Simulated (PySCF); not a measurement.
C2H5Si, SMILES [Si](C)[CH2] (connectivity only; charge and spin as stated), neutral, multiplicity 2.

Geometry: PBE-D3(BJ)/def2-TZVP. The isomer is the one that the SMILES or the coordinates give; other isomers of the formula were not compared.

The numbers are results of PBE-D3(BJ)/def2-TZVP (PySCF 2.14.0), not measurements.

Frequencies are harmonic and unscaled.

Give all harmonic wavenumbers and intensities. (An estimate is asked for; the answer gives what the named calculation found.)


```json
[
 {"mode": "1", "ν (cm⁻¹)": "88", "IR (km/mol)": "0.1", "moving atoms (share of kinetic energy)": "H 82 %, Si 9 %, C 9 %"},
 {"mode": "2", "ν (cm⁻¹)": "212", "IR (km/mol)": "2.5", "moving atoms (share of kinetic energy)": "H 39 %, C 36 %, Si 25 %"},
 {"mode": "3", "ν (cm⁻¹)": "255", "IR (km/mol)": "3.0", "moving atoms (share of kinetic energy)": "H 92 %"},
 {"mode": "4", "ν (cm⁻¹)": "600", "IR (km/mol)": "1.7", "moving atoms (share of kinetic energy)": "H 71 %, C 27 %"},
 {"mode": "5", "ν (cm⁻¹)": "604", "IR (km/mol)": "45.5", "moving atoms (share of kinetic energy)": "H 85 %, C 15 %"},
 {"mode": "6", "ν (cm⁻¹)": "641", "IR (km/mol)": "13.8", "moving atoms (share of kinetic energy)": "C 50 %, H 29 %, Si 21 %"},
 {"mode": "7", "ν (cm⁻¹)": "767", "IR (km/mol)": "3.1", "moving atoms (share of kinetic energy)": "H 81 %, C 17 %"},
 {"mode": "8", "ν (cm⁻¹)": "787", "IR (km/mol)": "39.6", "moving atoms (share of kinetic energy)": "H 66 %, C 25 %, Si 9 %"},
 {"mode": "9", "ν (cm⁻¹)": "957", "IR (km/mol)": "23.0", "moving atoms (share of kinetic energy)": "C 46 %, Si 37 %, H 17 %"},
 {"mode": "10", "ν (cm⁻¹)": "1196", "IR (km/mol)": "2.5", "moving atoms (share of kinetic energy)": "H 82 %, C 18 %"},
 {"mode": "11", "ν (cm⁻¹)": "1306", "IR (km/mol)": "5.7", "moving atoms (share of kinetic energy)": "H 83 %, C 16 %"},
 {"mode": "12", "ν (cm⁻¹)": "1379", "IR (km/mol)": "10.3", "moving atoms (share of kinetic energy)": "H 95 %"},
 {"mode": "13", "ν (cm⁻¹)": "1404", "IR (km/mol)": "9.1", "moving atoms (share of kinetic energy)": "H 96 %"},
 {"mode": "14", "ν (cm⁻¹)": "2969", "IR (km/mol)": "1.9", "moving atoms (share of kinetic energy)": "H 97 %"},
 {"mode": "15", "ν (cm⁻¹)": "3054", "IR (km/mol)": "0.4", "moving atoms (share of kinetic energy)": "H 95 %"},
 {"mode": "16", "ν (cm⁻¹)": "3059", "IR (km/mol)": "1.4", "moving atoms (share of kinetic energy)": "H 91 %, C 9 %"},
 {"mode": "17", "ν (cm⁻¹)": "3066", "IR (km/mol)": "0.8", "moving atoms (share of kinetic energy)": "H 91 %, C 9 %"},
 {"mode": "18", "ν (cm⁻¹)": "3166", "IR (km/mol)": "0.1", "moving atoms (share of kinetic energy)": "H 90 %, C 10 %"}
]
```
